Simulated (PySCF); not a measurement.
# Löwdin shares of the frontier orbitals

C₄H₄N₂O₂S.
SMILES with atom numbers: `[CH3:1][O:2][c:3]1[n:4][n:5][s:6][c:7]1[CH:8]=[O:9]` (hydrogens: H10, H11, H12 on C1; H13 on C8)

Method: TDDFT wB97X-D/def2-SVPD, vertical, gas phase, core orbitals frozen in the response (PySCF). One conformer (not necessarily the lowest) at the GFN2-xTB geometry, without solvent, vibrations or thermal averaging. Torsions of this conformer, `[CH3:1][O:2][c:3]1[n:4][n:5][s:6][c:7]1[CH:8]=[O:9]`: C1–O2–C3–N4 0°, S6–C7–C8–O9 0°.

Kohn–Sham orbitals with the atoms that hold most of them (Löwdin shares over 4%, at most four atoms; ? is withheld):

```
orbital  ε (eV)                           atoms
 LUMO+2    1.39  N4 23%, C8 17%, O9 15%, C3 11%
 LUMO+1    1.31          S6 64%, C7 11%, N5 11%
   LUMO       ?                               ?
   HOMO   -9.49  O2 22%, C7 20%, N5 14%, C3 13%
 HOMO-1   -9.88                               ?
 HOMO-2  -10.07  O9 32%, N5 22%, N4 13%, C8 11%
 HOMO-3  -10.97  S6 37%, N4 20%, C7 16%, N5 10%
```

Question: Give the leading atoms of the LUMO.

Answer: N5 (bonded to N and S) 22%; S6 (bonded to C and N) 18%; C8 (bonded to C, O and H) 14%; O9 (bonded to C) 13%.

Question: Which atoms hold the HOMO-1, and with what shares?

Answer: O9 (bonded to C) 32%; N4 (bonded to C and N) 25%; N5 (bonded to N and S) 14%; S6 (bonded to C and N) 7%. By element: nitrogen 40%, oxygen 32% or more, sulfur 7%.

Question: What is the LUMO energy, and the HOMO–LUMO gap?

Answer: ε(LUMO) = -1.21 eV; the gap is 8.28 eV (0.3042 hartree).

Question: How does S1 compare with the orbital gap of 8.28 eV?

Answer: S1 is at 3.63 eV (f = 0.0001), 4.65 eV below the gap, made of HOMO-1→LUMO (90%). Its leading pair isn't HOMO and LUMO; the energies of that pair differ by 8.67 eV. 

Question: One configuration dominates each of S1, S2, S3 and S5. Which, and how do the shares of the two leading atoms of either orbital change from the occupied to the empty one?

Answer: 
- S1 (3.63 eV, f 0.0001), HOMO-1→LUMO (90%): O9 32% → 13%, N4 25% → at most 13%, N5 14% → 22%, S6 7% → 18%
- S2 (3.79 eV, f 0.0015), HOMO-2→LUMO (88%): O9 32% → 13%, N5 22% → 22%, S6 at most 11% → 18%
- S3 (4.39 eV, f 0.177), HOMO→LUMO (96%): O2 22% → at most 13%, C7 20% → at most 13%, N5 14% → 22%, S6 at most 13% → 18%
- S5 (6.07 eV, f 0.0014), HOMO→LUMO+1 (92%): O2 22% → at most 4%, C7 20% → 11%, S6 at most 13% → 64%

Löwdin shares depend on the basis, the more so with diffuse functions.
